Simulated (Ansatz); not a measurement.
PBE exchange is replaced step by step with exact exchange (0 % is PBE, 25 % PBE0; no dispersion term), basis def2-SVP, Ansatz. System: Co2Si5. Charge 0, multiplicity 1. Geometry: PBE-D4/def2-SVP, each spin state at its own.

Geometry of the singlet:

```xyz
7

Co   -1.279    0.500   -0.385
Co    0.700    0.935    0.818
Si    1.312   -1.198    0.824
Si   -0.872   -1.679   -0.506
Si    0.185    2.005   -1.031
Si    0.870   -0.202   -1.356
Si   -0.916   -0.362    1.636
```

The restricted singlet is unstable towards broken spin symmetry in Hartree–Fock (as tested in another run); at PBE with 10 % exact exchange/def2-SVP, PBE with 15 % exact exchange/def2-SVP, PBE with 40 % exact exchange/def2-SVP this wasn't settled. At PBE with 15 % exact exchange/def2-SVP, PBE with 40 % exact exchange/def2-SVP the charge 0 quintet is spin-contaminated (final ⟨S²⟩ up to 6.29, 6.00 for a pure state). The structure comes from a short search, and lower isomers may exist.

```json
{"exact exchange (%)": "10", "HOMO (eV)": "-5.23", "LUMO (eV)": "-3.80", "gap (eV)": "1.43", "quintet − singlet (kJ/mol)": "-19.1"}
{"exact exchange (%)": "15", "HOMO (eV)": "-5.48", "LUMO (eV)": "-3.59", "gap (eV)": "1.89", "quintet − singlet (kJ/mol)": "-54.8"}
{"exact exchange (%)": "40", "HOMO (eV)": "-6.37", "LUMO (eV)": "-2.64", "gap (eV)": "3.73", "quintet − singlet (kJ/mol)": "-288.2"}
```
